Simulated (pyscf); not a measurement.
Structures and frequencies: ωB97X-D3(BJ)/def2-SVP in PySCF. Correlated levels are frozen-core, on RHF or UHF. ΔMP2 is the change of the MP2 total energy from the triple- to the quadruple-zeta basis.

**Question.** Estimate by transition-state theory (the high-pressure limit) the rate constant of H₃C–C•=CH–F -> •H₂C–CH=CH–F (doublet surface; C–H broken, C–H formed) at 1200 K, with CCSD(T)/def2-TZVPP + ΔMP2(QZVPP) energies (ideal gas, 1 atm, RRHO with modes under 100 cm⁻¹ raised to 100, one conformer, R ln 2 for chiral ones without a mode under 150 cm⁻¹; no tunnelling).

**Answer.** The electronic barrier is 45.4 kcal/mol and the thermal terms add -2.3, so ΔG‡ = 43.1 kcal/mol. With k_BT/h = 2.50e+13 s⁻¹ and RT = 2.385 kcal/mol, k = 3.5e+05 s⁻¹, a half-life of 2.0e-06 s through this channel alone. Wigner's tunnelling factor for 1946i cm⁻¹ would be 1.23. A shift of 1 kcal/mol in the barrier changes k by a factor 1.5. H₃C–C•=CH–F lies 25.4 kcal/mol over its isomer •H₂C–C(=CH₂)–F (electronic energy, ωB97M-D3(BJ)/def2-TZVP). This is the saddle that the search found; another between the same sides may lie lower. The CCSD(T) − MP2 part came from Ansatz, without density fitting, on the same reference. A UHF reference is spin-contaminated (<S²> up to 0.93), which harms MP2 most.
